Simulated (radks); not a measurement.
All-electron atom: W5+ in [Xe] 4f14 5d1 (the NIST ground configuration).

Method: scalar-relativistic Kohn-Sham, r2SCAN, spin-polarised, spherical densities, finite nucleus; open shells are filled with parallel spins first (spin-orbit coupling, left out, can overturn this in heavy ions); meta-GGA in the generalised Kohn-Sham scheme; Fermi nuclear charge, rms radius 5.3658 fm; computed with a radial shooting solver on a logarithmic mesh with Libxc functionals.

Energy parts (hartree):
part                       energy
total                 -16136.7238
kinetic                17775.8343
electron-nucleus      -39743.9547
Hartree                 6152.8695
exchange-correlation    -321.4729

Orbitals (lengths in bohr, moments of r in powers of bohr; r(max) is where P^2 peaks):
orbital  occ.  eigenvalue (hartree)      <r^2>   r(max)   <1/r>
1s down     1             -2558.584  0.0004632  0.01146   87.05
1s up       1             -2558.584  0.0004632  0.01146   87.05
2s up       1             -444.3884   0.007119  0.06565   20.37
2s down     1             -444.3846   0.007119  0.06565   20.37
2p up       3             -388.8464   0.005893  0.05388   18.45
2p down     3             -388.8435   0.005893  0.05388   18.45
3s up       1             -104.3908    0.04612   0.1851   7.555
3s down     1             -104.3908    0.04612   0.1851   7.555
3p up       3             -87.86408    0.04692   0.1832   6.969
3p down     3             -87.86378    0.04692   0.1832   6.969
3d up       5             -68.81771    0.03899   0.1495   6.575
3d down     5             -68.81581    0.03899   0.1495   6.575
4s up       1             -23.47787     0.2281   0.4207   3.199
4s down     1             -23.47542     0.2282   0.4207   3.199
4p up       3             -18.03317     0.2596   0.4411   2.909
4p down     3             -18.03114     0.2596   0.4411   2.909
4d up       5             -11.09465     0.3029   0.4524   2.588
4d down     5             -11.09210     0.3028   0.4524   2.588
5s up       1              -5.13179      1.251   0.9610   1.262
5s down     1              -5.10640      1.243   0.9593   1.267
5p up       3              -3.75298      1.639    1.081   1.083
5p down     3              -3.71672      1.623    1.077   1.090
4f up       7              -3.41563     0.4528   0.4298   2.091
4f down     7              -3.40931     0.4488   0.4297   2.095
5d up       1              -2.09897      2.816    1.356  0.8125
5d down     0              -2.04041      2.776    1.344  0.8215
6s up       0              -1.75728      6.053    2.201  0.5580
6s down     0              -1.68735      6.177    2.200  0.5538
6p up       0              -1.39065      8.265    2.578  0.4729

The highest occupied level is 5d up at -57.116 eV. For comparison, the ionisation energy in NIST's Atomic Spectra Database is 64.77 eV (semi-empirical). In exact Kohn-Sham theory the highest level is minus the ionisation energy, but local and semilocal functionals leave it too shallow, through self-interaction and a potential that decays too fast; potentials with the right tail come closer. The electron density at the nucleus is 1.515e+06 e/bohr^3 (large components only). The spin density at the nucleus is -7.519 e/bohr^3 (1s 0.022, 2s -0.830, 3s 0.280, 4s 1.241, 5s -8.232). The density falls to 0.001 e/bohr^3 at r = 2.87 bohr. Summed over all electrons, <r^2> = 27.27 bohr^2, which gives a Langevin (diamagnetic) susceptibility term of -21.6 x 10^-6 cm^3/mol.
